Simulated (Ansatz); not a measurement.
Octacene (C₃₄H₂₀), relaxed as a triplet with UKS PBE-D4/def2-SVP in Ansatz, starting from the PBE-D4/def2-SVP geometry of the neutral singlet. Force threshold 0.03 eV/Å.

Single mean-field runs in def2-SVP are fitted with def2-universal-jkfit. At PBE-D4/def2-SVP a singlet of charge 0 lies 0.07 eV below the triplet, each at its own geometry.

Start:

Cartesian coordinates in Å:
```
C 4.396 -3.426 -8.157
C 5.484 -3.787 -7.293
C 5.419 -3.528 -5.942
C 4.266 -2.893 -5.363
C 4.174 -2.618 -3.996
C 3.032 -1.990 -3.429
C 2.935 -1.712 -2.054
C 1.796 -1.087 -1.493
C 1.696 -0.807 -0.115
C 0.558 -0.184 0.443
C 0.456 0.097 1.823
C -0.680 0.720 2.378
C -0.784 1.002 3.761
C -1.919 1.623 4.312
C -2.027 1.908 5.701
C -3.157 2.525 6.244
C -3.272 2.815 7.648
C -4.398 3.424 8.157
C -5.486 3.784 7.293
C -5.421 3.526 5.942
C -4.267 2.892 5.363
C -4.174 2.618 3.996
C -3.031 1.991 3.428
C -2.934 1.714 2.054
C -1.795 1.089 1.493
C -1.694 0.809 0.115
C -0.557 0.186 -0.443
C -0.455 -0.095 -1.823
C 0.681 -0.718 -2.378
C 0.785 -1.000 -3.761
C 1.919 -1.621 -4.312
C 2.028 -1.907 -5.701
C 3.157 -2.525 -6.244
C 3.271 -2.816 -7.648
H 4.467 -3.642 -9.234
H 6.374 -4.274 -7.720
H 6.253 -3.805 -5.278
H 5.010 -2.896 -3.334
H 3.770 -1.989 -1.392
H 2.531 -1.084 0.548
H 1.291 -0.179 2.486
H 0.050 0.726 4.425
H -1.193 1.632 6.365
H -2.437 2.538 8.310
H -4.469 3.638 9.234
H -6.377 4.269 7.720
H -6.254 3.802 5.278
H -5.010 2.895 3.333
H -3.769 1.990 1.392
H -2.530 1.085 -0.548
H -1.290 0.181 -2.486
H -0.049 -0.724 -4.425
H 1.193 -1.630 -6.365
H 2.436 -2.538 -8.310
```

```json
{"step": "1", "energy (eV)": "-35516.8933", "largest force component (eV/Å)": "0.751", "SCF passes": "25"}
{"step": "2", "energy (eV)": "-35516.9443", "largest force component (eV/Å)": "0.389", "SCF passes": "25"}
{"step": "3 (rejected)", "energy (eV)": "-35516.9301", "largest force component (eV/Å)": "0.344", "SCF passes": "24"}
{"step": "4", "energy (eV)": "-35516.9615", "largest force component (eV/Å)": "0.040", "SCF passes": "24"}
{"step": "5", "energy (eV)": "-35516.9618", "largest force component (eV/Å)": "0.011", "SCF passes": "19"}
```

Force components are those of the run's own axes.

End:

Cartesian coordinates in Å:
```
C 4.4090 -3.4346 -8.1684
C 5.4899 -3.7917 -7.3105
C 5.4210 -3.5305 -5.9524
C 4.2727 -2.8987 -5.3823
C 4.1732 -2.6190 -4.0024
C 3.0388 -1.9966 -3.4463
C 2.9319 -1.7119 -2.0580
C 1.8006 -1.0913 -1.5039
C 1.6922 -0.8064 -0.1179
C 0.5576 -0.1835 0.4423
C 0.4527 0.0982 1.8202
C -0.6877 0.7246 2.3868
C -0.7886 1.0034 3.7594
C -1.9315 1.6306 4.3253
C -2.0332 1.9103 5.7018
C -3.1715 2.5334 6.2571
C -3.2805 2.8196 7.6532
C -4.4103 3.4320 8.1688
C -5.4910 3.7895 7.3108
C -5.4220 3.5284 5.9527
C -4.2731 2.8979 5.3824
C -4.1733 2.6186 4.0024
C -3.0386 1.9970 3.4462
C -2.9314 1.7128 2.0578
C -1.7998 1.0928 1.5037
C -1.6913 0.8081 0.1176
C -0.5566 0.1855 -0.4425
C -0.4517 -0.0963 -1.8205
C 0.6886 -0.7229 -2.3870
C 0.7893 -1.0019 -3.7596
C 1.9319 -1.6298 -4.3254
C 2.0333 -1.9099 -5.7018
C 3.1711 -2.5340 -6.2570
C 3.2799 -2.8207 -7.6530
H 4.4772 -3.6486 -9.2459
H 6.3813 -4.2789 -7.7339
H 6.2542 -3.8064 -5.2872
H 5.0084 -2.8958 -3.3392
H 3.7670 -1.9885 -1.3946
H 2.5274 -1.0830 0.5455
H 1.2880 -0.1784 2.4834
H 0.0468 0.7269 4.4225
H -1.1980 1.6338 6.3651
H -2.4442 2.5423 8.3139
H -4.4787 3.6457 9.2463
H -6.3829 4.2758 7.7344
H -6.2555 3.8037 5.2875
H -5.0086 2.8951 3.3392
H -3.7666 1.9892 1.3944
H -2.5265 1.0847 -0.5457
H -1.2870 0.1804 -2.4837
H -0.0460 -0.7252 -4.4227
H 1.1982 -1.6333 -6.3652
H 2.4439 -2.5426 -8.3138
```

By distances, no bond broke or formed. The bond that changes most is C30–C31, from 1.41 to 1.42 Å (atoms count from 1).

No frequencies were taken in this run, so the end may be a saddle point.

Run time 22 s (4 threads of AMD EPYC 7R13 on a shared host and a share (37 GiB) of an NVIDIA H100 80GB HBM3).
